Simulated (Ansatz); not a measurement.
Reaction (cleavage of the Al–Si bond): `[NH2][AlH][SiH2][SiH2]Cl` + `O[SiH2][SiH3]` → `[NH2][AlH][O][SiH2][SiH3]` + `[SiH3][SiH2]Cl`

Calculated with Ansatz (gas phase, PBE0-D4/def2-TZVP geometries, no zero-point term in ΔE). CCSD(T)/CBS adds triple-zeta CCSD(T) − MP2 to the extrapolated MP2 energy (def2 sets, frozen cores). Functionals use def2-TZVPP. One conformer a species, not always the lowest.

`[NH2][AlH][SiH2][SiH2]Cl`:

Cartesian coordinates in Å:
```
N 1.234 -1.727 0.959
Al 0.726 -1.578 -0.722
Si -0.287 0.567 -1.342
Si -1.159 1.608 0.557
Cl 0.333 1.686 2.002
H 1.664 -2.540 1.369
H 1.155 -0.986 1.639
H 0.930 -2.812 -1.696
H -1.408 0.433 -2.320
H 0.703 1.513 -1.938
H -2.281 0.830 1.144
H -1.612 3.007 0.348
```

`O[SiH2][SiH3]`:

Z-matrix (Å, degrees):
```
Si
Si 1 2.347
O 1 1.654 2 112.4
H 1 1.484 2 110.6 3 117.6
H 1 1.493 2 108.5 3 -123.5
H 2 1.489 1 110.0 3 177.8
H 2 1.491 1 110.1 3 58.6
H 2 1.488 1 111.4 3 -61.5
H 3 0.958 1 117.6 2 -58.8
```

`[NH2][AlH][O][SiH2][SiH3]`:

Z-matrix (Å, degrees):
```
Si
Si 1 2.349
O 1 1.627 2 110.6
H 1 1.490 2 109.4 3 -121.3
H 1 1.491 2 109.1 3 121.3
H 2 1.489 1 111.5 3 -175.1
H 2 1.492 1 110.0 3 -55.2
H 2 1.490 1 111.1 3 63.7
Al 3 1.690 1 154.8 2 16.6
N 9 1.761 3 118.5 1 3.7
H 9 1.571 3 120.0 1 -176.1
H 10 1.007 9 125.5 3 1.5
H 10 1.007 9 124.1 3 -178.9
```

`[SiH3][SiH2]Cl`:

Cartesian coordinates in Å:
```
Si -0.737 0.653 -0.695
Si 0.620 -0.558 0.774
Cl 1.978 -1.654 -0.331
H -1.723 1.453 0.080
H -1.462 -0.285 -1.590
H 0.104 1.567 -1.512
H 1.389 0.334 1.679
H -0.169 -1.511 1.595
```

CCSD(T)/CBS gives -142.1 kJ/mol.

**Question.** Another level gave -138.3 kJ/mol. Which?
A. CCSD(T)/def2-TZVPP
B. CCSD/def2-TZVPP
C. SCS-MP2/def2-TZVPP
D. r2SCAN-D4/def2-TZVPP

**Answer.** D. r2SCAN-D4 -138.3, CCSD(T)/def2-TZVPP -142.6, CCSD/def2-TZVPP -147.1, SCS-MP2/def2-TZVPP -154.2 kJ/mol.

Largest T1 diagnostic among the species: 0.013.

From PBE to PBE0 (25 % exact exchange), in def2-TZVPP and without D4, ΔE moves by −8.2 kJ/mol. In def2-TZVPP, CCSD(T) changes the Hartree–Fock value by +26.5 kJ/mol (the triples alone add +4.5 kJ/mol) and MP2 by +19.7 kJ/mol.
